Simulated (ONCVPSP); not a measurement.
P (Z = 15) ONCV: all-electron and pseudo phase curves

```
Element                 : phosphorus (P)
Generator               : ONCVPSP 4.0.1
Type                    : optimised norm-conserving Vanderbilt (ONCV)
Functional              : PBE
Relativity              : scalar-relativistic
Frozen core             : [Ne]
Valence charge          : 5
Reference configuration : 3s2 3p3
Partial waves           : 3s: rc 1.30 bohr, ncon 4, nbas 7, qcut 4 1/bohr, 3 projectors, debl 1.5 Ha; 3p: rc 1.95 bohr, ncon 4, nbas 7, qcut 4.4 1/bohr, 3 projectors, debl 2.6 Ha; d scattering state at 0.47 Ha: rc 2.10 bohr, ncon 4, nbas 9, qcut 4 1/bohr, 2 projectors, debl 1.7 Ha
Local potential         : polynomial inside 1.25 bohr (lpopt 5, dvloc0 2 Ha)
Core correction         : Teter function, fcfact 3, rcfact 1.65
```

The phase is arctan(r·R′/R) of the radial function R(r), unwrapped; energies in Ha, scanned from -2 to 5 Ha. A pole is an energy at which the radial function vanishes at the test radius. The pseudo phase is shifted by a multiple of π to meet the all-electron one at the reference energy, and phase errors are pseudo minus all-electron; the curves can meet again beyond the range given. Levels narrower than the energy grid can be missing from the lists of poles.

```
channel  radius (bohr)  reference energy (Ha)  poles, all-electron  poles, pseudo  unbroken range about the reference energy with phases within 0.05 rad  phase error 1 Ha above the reference energy (rad)
      s           1.32                  -0.51                 4.89           4.89                                                        the whole range                                             +0.000
      p           1.97                  -0.20                 1.18           1.18                                                        the whole range                                             -0.000
      d           2.13                   0.47                 1.39           1.39                                                        the whole range                                             -0.000
```

Note: ghosts flagged at negative energy: s at -166.5 eV; GHOST(+) flags only above 600 eV. A true bound ghost makes a file unfit for plane-wave use.

Phases in the p channel:

```tsv
E (Ha)	all-electron	pseudo
-1.98	1.148	1.147
-1.80	1.107	1.106
-1.62	1.054	1.054
-1.44	0.984	0.984
-1.26	0.887	0.887
-1.08	0.747	0.747
-0.90	0.535	0.535
-0.72	0.217	0.217
-0.54	-0.201	-0.201
-0.36	-0.608	-0.608
-0.18	-0.908	-0.908
0.00	-1.108	-1.108
0.18	-1.242	-1.242
0.36	-1.337	-1.337
0.54	-1.408	-1.408
0.72	-1.464	-1.464
0.90	-1.510	-1.510
1.08	-1.550	-1.550
1.26	-1.586	-1.586
1.44	-1.620	-1.620
1.62	-1.654	-1.654
1.80	-1.688	-1.688
1.98	-1.725	-1.725
2.16	-1.766	-1.766
2.34	-1.815	-1.815
2.52	-1.877	-1.877
2.70	-1.959	-1.959
2.88	-2.077	-2.077
3.06	-2.261	-2.261
3.24	-2.565	-2.565
3.42	-3.036	-3.037
3.60	-3.553	-3.553
3.78	-3.919	-3.919
3.96	-4.138	-4.138
4.14	-4.274	-4.274
4.32	-4.364	-4.364
4.50	-4.428	-4.428
4.68	-4.476	-4.476
4.86	-4.513	-4.513
```
